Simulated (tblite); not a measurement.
C₆H₁₀O₂S₂.
Structure used (GFN2-xTB), in Å, numbered top down from 1:
```
atom  x, y, z in Å
C1     0.3267    1.7860   -0.1551
C2    -0.3228    0.4286   -0.1437
S3     0.9738   -0.8301   -0.5958
C4     2.2559   -0.6900    0.6816
O5     1.5316   -0.4303   -1.8577
O6     0.3881   -2.1383   -0.5187
C7    -1.5507    0.0857   -1.0019
C8    -2.1359   -0.6733    0.2042
C9    -1.0378   -0.1001    1.0432
S10   -0.7217   -0.0341    2.6232
H11   -0.4284    2.5688   -0.2019
H12    0.9742    1.8684   -1.0257
H13    0.9106    1.9320    0.7516
H14    2.8184    0.2159    0.5034
H15    1.7658   -0.6787    1.6470
H16    2.8902   -1.5625    0.5887
H17   -2.1272    0.9617   -1.2909
H18   -1.3248   -0.5166   -1.8787
H19   -3.1504   -0.4267    0.5130
H20   -2.0407   -1.7558    0.1112
```

Method: GFN2-xTB as coded in tblite; computed harmonic values from a numerical Hessian at the method's own geometry, unscaled. This tight-binding method is rough: wavenumbers can miss measured ones by several per cent, in bad cases by 10 to 20. One conformer, not necessarily the lowest.

Harmonic wavenumbers (cm⁻¹): 57.0, 81.9, 126.9, 133.6, 165.6, 186.9, 197.6, 225.7, 254.3, 285.0, 313.4, 376.3, 419.7, 443.1, 474.1, 559.7, 587.2, 701.2, 751.4, 777.7, 846.6, 859.0, 939.9, 953.8, 1008.8, 1025.6, 1041.2, 1104.0, 1118.3, 1145.7, 1173.7, 1190.1, 1215.9, 1253.1, 1262.8, 1281.7, 1361.7, 1394.3, 1400.9, 1412.6, 1423.9, 1458.7, 1474.9, 1479.8, 2984.7, 3002.8, 3017.7, 3025.4, 3027.9, 3034.3, 3036.5, 3061.4, 3079.4, 3094.2.

A = 1457, B = 896.7, C = 805.5 MHz; mass 178.012 u (most abundant isotopes); point group C1, symmetry number 1.

Question: Zero-point energy?

Answer: ½Σν̃ = 33155 cm⁻¹ = 94.79 kcal/mol.

Question: Entropy at 400 K, 1 bar (ideal gas, RRHO, classical rotation)?

Answer: Translation 42.92, rotation 30.98, vibration 46.37: S = 120.3 cal/(mol K).

Question: And Cp and H(400 K) − H(0)?

Answer: Cp = 54.55 cal/(mol K), of which vibrations give 46.60 (their classical limit is 54 R = 107.3); H(400 K) − H(0) = 12.96 kcal/mol without the zero-point energy, 9.79 from vibrations.

Question: How do the functions run with temperature in this model?

Answer: 
```tsv
T (K)	S (cal/(mol K))	Cp (cal/(mol K))	H − H(0) (kcal/mol)	G − H(0) (kcal/mol)	ln q(vib)
150	81.7	27.8	2.60	-9.66	3.14
250	98.5	38.8	5.94	-18.70	6.33
298.15	105.8	44.0	7.93	-23.62	7.85
600	145.6	70.5	25.58	-61.80	17.02
900	177.3	85.3	49.14	-110.40	25.30
```

q(vib) and H(0) count from the zero-point level.

Question: Blend soft modes into free rotors: weight 1/[1 + (100 cm⁻¹/ν̃)⁴] for the oscillator and the rest for a rotor with moment μB/(μ + B), μ = h/(8π²ν), B = 10⁻⁴⁴ kg m². What vibrational entropy results?

Answer: 43.92 cal/(mol K) in place of 46.37, which changes −T·S at 400 K by +0.98 kcal/mol.

Question: What must be added to the electronic energy to get the Gibbs energy at 400 K and 1 bar?

Answer: ZPE + [H(400 K) − H(0)] − T·S = 94.79 + 12.96 − 48.11 = 59.64 kcal/mol.

Hindered rotation and anharmonicity are outside this model. Other conformers, if any are populated, would add a mixing term that is left out. The structure is chiral; the term R ln 2 for an equal mix with its mirror image is left out.

Time: 1.1 s of wall time. Hardware: one thread, Arm Neoverse V1 (aarch64), no GPU, shared host. The figure is for the frequency step alone.
